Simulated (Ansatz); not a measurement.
Four-centre ligand exchange

Start structure (BHBrCl$_{2}$F, closed shell), relaxed at PBE0-D4/def2-TZVP:

B1  (0.185, 0.678, -0.873)
F2  (1.330, 0.162, -0.488)
Cl3  (-0.747, -0.142, -2.091)
Cl4  (-0.336, 2.190, -0.192)
H5  (0.482, -1.579, 1.838)
Br6  (-0.914, -1.310, 1.806)
(Å)

The step: BCl₂F ([F][B]([Cl])[Cl]) + HBr → BBrCl₂ ([Cl][B]([Cl])[Br]) + HF; bonds formed: B1–Br6, F2–H5; bonds broken: B1–F2, H5–Br6. Computed with Ansatz 0.2.0 (basis: def2-TZVPP and def2-QZVPP); correlated methods freeze the cores. Filled d shells of the heavier atoms are correlated. The def2 sets are not built for correlating such inner shells, so the correlated values are less sure here. Extrapolation: Hartree–Fock as exp(−7.88 √X), correlation as X^−2.97. Energies below are by CCSD(T) at an estimated basis limit (MP2 extrapolated from triple and quadruple zeta, plus CCSD(T) − MP2 in triple zeta).

What are the electronic barrier and the energy of the step, from the start structure to the end structure? (An estimate is asked for; the value comes from the calculation.)

By the calculation: Barrier 1.456 eV; step energy 0.642 eV (uphill); reverse barrier, their difference, 0.814 eV. Barrier and step energy count from the start structure, the reverse barrier from the end structure.

The saddle point: One imaginary mode of 814i cm⁻¹.
| pair | start (Å) | saddle (Å) | end (Å) |
| --- | --- | --- | --- |
| B1–Br6 | 3.51 | 2.21 | 1.92 |
| F2–H5 | 3.03 | 1.15 | 0.92 |
| B1–F2 | 1.31 | 1.54 | 3.15 |
| H5–Br6 | 1.42 | 1.71 | 2.59 |

Zero-point energy (harmonic, PBE0-D4): ZPE is 0.436 eV at the start and 0.411 eV at the saddle, so the barrier goes from 1.456 to 1.431 eV.

No T1 diagnostic of these runs exceeds 0.010.

Labels in which every atom is bracketed show which atoms are joined, not bond orders.

For scale, one of the runs: CCSD(T)/def2-TZVPP, 208 basis functions, launched by `ansatz run in.yaml --threads 4 --pin off --events-out ev --progress --plain --max-ram 9574MiB`. Time: 2.1 min of wall clock on 4 CPU threads of an Arm Neoverse V1; the host was shared. Peak host memory: 2.8 GiB.
